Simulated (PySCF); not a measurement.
PySCF input (M06-2X/6-311+G**):

```python
from pyscf import gto, dft

mol = gto.M(
    atom='''
    O     0.02888100    1.83339100   -0.77095300
    Si   -0.16658900    0.54991000    0.27893500
    Si    1.95201300   -0.37248700    0.65520800
    Si   -1.79728700   -0.97875700   -0.44888100
    H    -0.76222900    2.23761200   -1.13893000
    H     1.76742000   -1.53096600    1.56378400
    H     2.60644600   -0.84195700   -0.59306600
    H     2.84066500    0.61689100    1.31006700
    H    -3.08549400   -0.26586800   -0.64791300
    H    -1.45458100   -1.65884400   -1.72607000
    H    -1.97718900   -2.00532000    0.60608100
    ''',
    basis='6-311+g**',
    charge=0,
    spin=1,
    verbose=4,
)

mf = dft.UKS(mol, xc='m062x').density_fit(auxbasis='def2-universal-jkfit')
mf.grids.level = 4
mf.conv_tol = 1e-9
mf.max_cycle = 100
mf.max_memory = 1500
mf.kernel()
if not mf.converged:
    mf = mf.newton()
    mf.kernel(mf.make_rdm1())
mo, _, stable, _ = mf.stability(return_status=True)
if not stable:
    mf.kernel(mf.make_rdm1(mo, mf.mo_occ))
    stable = mf.stability(return_status=True)[2]
mf.dip_moment()
```

From the output:

```

cycle= 1 E= -947.750864440949  delta_E= -0.0202  |g|= 0.451  |ddm|= 1.75
  alpha nocc = 29  HOMO = -0.219117923179454  LUMO = -0.0149980893028245
  beta  nocc = 28  HOMO = -0.291278365810344  LUMO = -0.0871603484346934
  HOMO = -0.219117923179  LUMO = -0.0871603484347  gap/eV = 3.59075
cycle= 2 E= -947.694145350745  delta_E= 0.0567  |g|= 0.613  |ddm|= 0.757
  alpha nocc = 29  HOMO = -0.23647298161778  LUMO = -0.0157783460899337
  beta  nocc = 28  HOMO = -0.320691330327591  LUMO = -0.0818378311524015
  HOMO = -0.236472981618  LUMO = -0.0818378311524  gap/eV = 4.20784
cycle= 3 E= -947.831519218436  delta_E= -0.137  |g|= 0.0472  |ddm|= 0.43
  alpha nocc = 29  HOMO = -0.233104795262847  LUMO = -0.00952719136256361
  beta  nocc = 28  HOMO = -0.315570765950355  LUMO = -0.0729805688863391
  HOMO = -0.233104795263  LUMO = -0.0729805688863  gap/eV = 4.35720
cycle= 4 E= -947.832794616422  delta_E= -0.00128  |g|= 0.0118  |ddm|= 0.0797
  alpha nocc = 29  HOMO = -0.237265936747903  LUMO = -0.0104278462548647
  beta  nocc = 28  HOMO = -0.318391294511684  LUMO = -0.0735946508840037
  HOMO = -0.237265936748  LUMO = -0.073594650884  gap/eV = 4.45372
cycle= 5 E= -947.832970583063  delta_E= -0.000176  |g|= 0.0037  |ddm|= 0.0404
  alpha nocc = 29  HOMO = -0.236982835860402  LUMO = -0.0100881080671827
  beta  nocc = 28  HOMO = -0.317701631633142  LUMO = -0.0728225449277932
  HOMO = -0.23698283586  LUMO = -0.0728225449278  gap/eV = 4.46703
cycle= 6 E= -947.832997929484  delta_E= -2.73e-05  |g|= 0.00163  |ddm|= 0.0174
  alpha nocc = 29  HOMO = -0.23768054288746  LUMO = -0.0102149197371843
  beta  nocc = 28  HOMO = -0.31808541241675  LUMO = -0.0732158248339075
  HOMO = -0.237680542887  LUMO = -0.0732158248339  gap/eV = 4.47531
cycle= 7 E= -947.833003452592  delta_E= -5.52e-06  |g|= 0.000518  |ddm|= 0.00884
  alpha nocc = 29  HOMO = -0.237691096918894  LUMO = -0.0101761573599421
  beta  nocc = 28  HOMO = -0.318045685701549  LUMO = -0.0731907291556191
  HOMO = -0.237691096919  LUMO = -0.0731907291556  gap/eV = 4.47628
cycle= 8 E= -947.833004057007  delta_E= -6.04e-07  |g|= 0.000156  |ddm|= 0.00323
  alpha nocc = 29  HOMO = -0.237704338370222  LUMO = -0.0101771929815488
  beta  nocc = 28  HOMO = -0.318031400440205  LUMO = -0.0732050149431881
  HOMO = -0.23770433837  LUMO = -0.0732050149432  gap/eV = 4.47625
cycle= 9 E= -947.833004096347  delta_E= -3.93e-08  |g|= 4.22e-05  |ddm|= 0.000842
  alpha nocc = 29  HOMO = -0.237705970022091  LUMO = -0.0101806085760546
  beta  nocc = 28  HOMO = -0.318036923828771  LUMO = -0.0732102503823932
  HOMO = -0.237705970022  LUMO = -0.0732102503824  gap/eV = 4.47616
cycle= 10 E= -947.833004099413  delta_E= -3.07e-09  |g|= 1.51e-05  |ddm|= 0.000187
  alpha nocc = 29  HOMO = -0.237704774482808  LUMO = -0.0101805516619862
  beta  nocc = 28  HOMO = -0.318035018569176  LUMO = -0.0732113377977699
  HOMO = -0.237704774483  LUMO = -0.0732113377978  gap/eV = 4.47609
cycle= 11 E= -947.833004099676  delta_E= -2.63e-10  |g|= 6.66e-06  |ddm|= 5.61e-05
  alpha nocc = 29  HOMO = -0.237704704780313  LUMO = -0.0101805066993785
  beta  nocc = 28  HOMO = -0.318035701180023  LUMO = -0.0732111325644148
  HOMO = -0.23770470478  LUMO = -0.0732111325644  gap/eV = 4.47610
Extra cycle  E= -947.833004099711  delta_E= -3.46e-11  |g|= 5.67e-06  |ddm|= 1.73e-05
converged SCF energy = -947.833004099711  <S^2> = 0.75362129  2S+1 = 2.003618
uhf_internal: lowest eigs of H = [0.23972805 0.25161054 0.32117794]
<class 'pyscf.df.df_jk.DFUKS'> wavefunction is stable in the internal stability analysis
Dipole moment(X, Y, Z, Debye): -1.24516,  0.08691, -0.11058
```

The geometry given is a B3LYP-D3(BJ)/def2-TZVP minimum.
